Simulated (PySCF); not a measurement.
# How the method changes the shape and vibrations of AlCH3OSi

These are calculations, not measurements. They come from PySCF 2.14.0, an open-source quantum chemistry program, on an isolated molecule that a program drew, which may never have been made. The molecule is AlCH3OSi (charge 0, singlet), drawn as the SMILES string `O[SiH]=[CH][Al]`.

The geometry was optimised and harmonic frequencies were computed with HF and MP2, all in the cc-pV(D+d)Z basis, for the commonest isotopes, with a restricted reference for singlets and an unrestricted one otherwise, and a frozen core in MP2. Each result is a local minimum of its method.

Geometry at the HF minimum:
```xyz
7
AlCH3OSi, angstrom
O    -0.0921    0.3552    0.0886
Si   -0.8179   -0.1111   -1.2948
C    -1.4311   -1.6186   -1.7565
Al   -2.2701   -1.9486   -3.4878
H     0.0322   -0.2784    0.7808
H    -0.8554    1.0841   -2.1408
H    -1.3558   -2.4520   -1.0530
```

Lengths of the bonds as drawn, in Å (atoms numbered as above):
| bond | HF | MP2 |
|---|---|---|
| O1-Si2 | 1.630 | 1.659 |
| Si2-C3 | 1.692 | 1.713 |
| C3-Al4 | 1.952 | 1.964 |
| O1-H5 | 0.947 | 0.968 |
| Si2-H6 | 1.465 | 1.472 |
| C3-H7 | 1.093 | 1.103 |

Rotational constants, in GHz:
```
constant     HF    MP2
       A  32.72  30.63
       B   1.84  1.857
       C  1.742  1.751
```

Harmonic frequencies in cm^-1, each column in rising order, so a row needn't be the same motion in every method:
```
rank,HF,MP2
1,105,88
2,118,102
3,289,?
4,410,383
5,517,449
6,608,582
7,744,696
8,802,742
9,907,835
10,954,906
11,983,940
12,1147,1072
13,2408,2344
14,3247,3172
15,4160,3865
```

**Estimate the missing MP2 frequency from the HF column.**

A single factor s that minimises the squared misfit of MP2 against s times HF over the other rows is sum(HF x MP2) / sum(HF^2) = 0.9493, with an rms misfit of 40 cm^-1. For rank 3 it gives 0.9493 x 289 = 274 cm^-1. The calculation gives 266 cm^-1, 8 cm^-1 below the estimate. The drawn bonds are on average 1.2 % longer in MP2 than in HF.
